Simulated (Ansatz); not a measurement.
Ansatz (a quantum-chemistry and plane-wave program) input (CCSD(T)/def2-SVPD):

Ansatz 0.2 input:
```yaml
crystal:
  periodic: [false, false, false]
  atoms:
    - {symbol: Si, position_ang: [-0.02499646, -0.40875984, 0.02349026]}
    - {symbol: Cl, position_ang: [0.17730804, -1.50903302, 1.72510682]}
    - {symbol: Cl, position_ang: [-0.37130128, -1.66328189, -1.54280298]}
    - {symbol: Br, position_ang: [-1.72463880, 0.97762390, 0.24338356]}
    - {symbol: Br, position_ang: [1.82886267, 0.72671870, -0.34132724]}
basis:
  gaussian:
    orbitals: def2-SVPD
magnetization: {spin_polarized: false}
correlation: {method: ccsd_t, electrons: outside_noble_gas}
output: {forces: true}
```

Output:

```
Functional definition: HF
integrals: 0.48 GiB planned
1506 factors; integrals over basis functions are off by at most 5.5e-4 eV
1.07 GiB of device memory are held for the factors and their scratch space
mean field: 1.83 GiB planned
mean field evaluation 1: about -172843.9125 eV, gradient 2.5e1 eV
mean field evaluation 2: about -172843.9589 eV, gradient 2.5e1 eV
mean field evaluation 4: about -172845.8968 eV, gradient 1.9e0 eV
mean field evaluation 8: about -172845.9197 eV, gradient 1.5e-1 eV
mean field evaluation 16: about -172845.0840 eV, gradient 1.7e1 eV
mean field -172845.91977598 eV, -6351.9703925950 hartree, gradient 1.1e-6 eV, S^2 0.000000; 0 other end points of the search recorded, 0 dependent functions left out
43 core orbitals not correlated
reference -172845.91977598 eV, -6351.9703925950 hartree; 16, 16 occupied and 101, 101 virtual orbitals, 1506 factors
densities: 6.76 GiB planned
second order -17.18090687 eV of doubles, -0.00000000 eV of singles
coupled cluster: 1.31 GiB planned
cycle   1  -17.93901099 eV  change   -7.6e-1 eV  update   8.9e-2
cycle   2  -18.27398432 eV  change   -3.3e-1 eV  update   2.4e-2
cycle   3  -18.33794019 eV  change   -6.4e-2 eV  update   1.1e-2
cycle   4  -18.33418783 eV  change    3.8e-3 eV  update   2.2e-3
cycle   5  -18.33282213 eV  change    1.4e-3 eV  update   7.5e-4
cycle   6  -18.33260132 eV  change    2.2e-4 eV  update   2.1e-4
cycle   7  -18.33259413 eV  change    7.2e-6 eV  update   6.8e-5
cycle   8  -18.33261596 eV  change   -2.2e-5 eV  update   1.8e-5
cycle   9  -18.33261871 eV  change   -2.7e-6 eV  update   5.1e-6
perturbative correction -0.58708506 eV, -0.0215749779 hartree
the calculation of the forces begins
1.07 GiB of device memory are held for the factors and their scratch space
Total energy: -172864.83947974 eV, -6352.6656788840 hartree
Atom 0 at    -0.024996    -0.408760     0.023490 Å, force     0.021092     0.344904    -0.019821 eV/Å
Atom 1 at     0.177308    -1.509033     1.725107 Å, force     0.052913    -0.293458     0.447499 eV/Å
Atom 2 at    -0.371301    -1.663282    -1.542803 Å, force    -0.091284    -0.334001    -0.411440 eV/Å
Atom 3 at    -1.724639     0.977624     0.243384 Å, force    -0.203933     0.156287     0.026859 eV/Å
Atom 4 at     1.828863     0.726719    -0.341327 Å, force     0.221212     0.126268    -0.043097 eV/Å
Dipole moment:     0.002631     0.043032    -0.002473 e Å
```
